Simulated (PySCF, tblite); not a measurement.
Isomers of C5H8NPSi, one GFN2-xTB conformer each. Single-point energies are computed at PBE0/pcSseg-1 (PySCF, gas phase, no added dispersion term), electronic only.

| SMILES | GFN2-xTB relative energy (kJ/mol) |
| --- | --- |
| C=C/C([SiH3])=P\CC#N | 206.5 |
| C#CC(=C)/C=N\[SiH2]P | 179.4 |
| Cc1cncpc1[SiH3] | 0.0 |

Conformers: `[CH2:1]=[CH:2]/[C:3]([SiH3:4])=[P:5]\[CH2:6][C:7]#[N:8]` with C1–C2–C3–Si4 -118°, C3–P5–C6–C7 53°; `[CH:1]#[C:2][C:3](=[CH2:4])/[CH:5]=[N:6]\[SiH2:7][PH2:8]` with C2–C3–C5–N6 -152°, C5–N6–Si7–P8 -90°, N6–Si7–P8–H -143° and -50°.

Q: What does PBE0/pcSseg-1 give for the same structures?

A: 
```csv
SMILES,PBE0/pcSseg-1 E (Eh),PBE0/pcSseg-1 (kJ/mol),GFN2-xTB (kJ/mol),point group
Cc1cncpc1[SiH3],-880.31103,0.0,0.0,near Cs
C=C/C([SiH3])=P\CC#N,-880.25523,146.5,206.5,C1
C#CC(=C)/C=N\[SiH2]P,-880.22656,221.8,179.4,C1
```

Both levels put the same isomer lowest; measured from each level's own lowest isomer, the values differ by up to 60.0 kJ/mol (C=C/C([SiH3])=P\CC#N: 206.5 against 146.5). As drawn, the lowest has an aromatic ring and an Si–C bond, which the highest lacks; the highest has a C≡C bond, a C=N bond and a C=C bond outside aromatic rings, which the lowest lacks.

Q: Which frontier levels, dipoles and rotational constants go with these structures?

A: 
```csv
SMILES,"HOMO (eV, PBE0/pcSseg-1)",LUMO (eV),dipole (D),"A, B, C (MHz)"
Cc1cncpc1[SiH3],-6.98,-1.95,2.16,"2155, 1339, 838.2"
C=C/C([SiH3])=P\CC#N,-7.41,-2.41,3.10,"2134, 994.6, 841.7"
C#CC(=C)/C=N\[SiH2]P,-7.12,-2.15,1.27,"3658, 634.7, 588.6"
```

Q: What happens when harmonic zero-point energies from GFN2-xTB frequencies are added?

A: 
```
              SMILES  ZPE (kJ/mol)  electronic (kJ/mol)  with ZPE (kJ/mol)
     Cc1cncpc1[SiH3]         291.5                  0.0                0.0
C=C/C([SiH3])=P\CC#N         281.4                146.5              136.3
C#CC(=C)/C=N\[SiH2]P         275.4                221.8              205.7
```

The zero-point energies span 16.1 kJ/mol. The order is unchanged.
